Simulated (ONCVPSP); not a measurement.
What one change does to a pseudopotential (tungsten, ONCV)

tungsten, optimised norm-conserving Vanderbilt (ONCV), made with ONCVPSP 4.0.1 (LDA (Perdew-Wang 92), scalar-relativistic). Core [Kr] 4d10 4f14, reference 5s2 5p6 5d4.5 6s1.5. Waves: 5s+6s: rc 1.95 bohr, ncon 3, nbas 7, qcut 5.2 1/bohr, 2 projectors; 5p: rc 1.30 bohr, ncon 3, nbas 6, qcut 7.6 1/bohr, 2 projectors, debl 3.9 Ha; 5d: rc 2.65 bohr, ncon 4, nbas 9, qcut 4.7 1/bohr, 2 projectors, debl 2.7 Ha. Local part: polynomial inside 1.20 bohr (lpopt 5, dvloc0 1 Ha). Core correction: none.

All-electron outer shells of the reference configuration (LDA (PZ), scalar-relativistic, ld1.x):

```json
{"shell": "5s", "level (eV)": "-78.29", "outermost node (bohr)": "0.53", "outermost maximum (bohr)": "0.96"}
{"shell": "5p", "level (eV)": "-42.44", "outermost node (bohr)": "0.57", "outermost maximum (bohr)": "1.09"}
{"shell": "4f", "level (eV)": "-32.44", "outermost node (bohr)": "–", "outermost maximum (bohr)": "0.43"}
{"shell": "6s", "level (eV)": "-5.63", "outermost node (bohr)": "1.28", "outermost maximum (bohr)": "2.67"}
{"shell": "5d", "level (eV)": "-4.07", "outermost node (bohr)": "0.63", "outermost maximum (bohr)": "1.50"}
```

Change: d: debl 0.25.

Cutoffs: the cutoffs (Ha) at which the residual kinetic energy of the hardest occupied pseudo-wave falls to 1 and 0.1 mHa per electron; they do not see the model core or the augmentation charge, which bear on the density cutoff. Errors are all-electron minus pseudo energies relative to the spin-unpolarised reference configuration.

How do hardness, ghosts and transferability respond?

The potential gets neither clearly harder nor softer (26 Ha and 62 Ha → 26 Ha and 62 Ha); of the 4 tests that both files solve, the error grows in 0 and shrinks in 1 by more than 15 % and 0.3 meV (median size 3.1 → 3.1 meV); the range in which the d phases agree widens (upper end 1.1 → 4.0); neither file shows a bound ghost.

```tsv
quantity	base	changed
cutoff, loose	26 Ha	26 Ha
cutoff, tight	62 Ha	62 Ha
bound ghosts	none	none
GHOST(+) flags under 300 eV	s at 70.7 eV	s at 70.7 eV, d at 264.6 eV
error for 5s2 5p6 5d4 6s2, meV [ΔE -0.69 eV]	+5.7	+5.8
error for 5s2 5p6 5d4 6s1, meV [ΔE 8.43 eV]	-0.5	+0.2
error for 5s2 5p6 5d4 6s0, meV [ΔE 24.45 eV]	-12	-9.7
error for 5s2 5p6 5d4 6s0 6p2, meV [ΔE 8.74 eV]	-0.4	+0.5
s: phases at 1.98 bohr within 0.05 rad from the reference energy up to (Ha; the scan ends near 5)	2.3	2.3
p: phases at 1.32 bohr within 0.05 rad from the reference energy up to (Ha; the scan ends near 5)	to the end of the scan	to the end of the scan
d: phases at 2.70 bohr within 0.05 rad from the reference energy up to (Ha; the scan ends near 5)	1.1	4.0
```
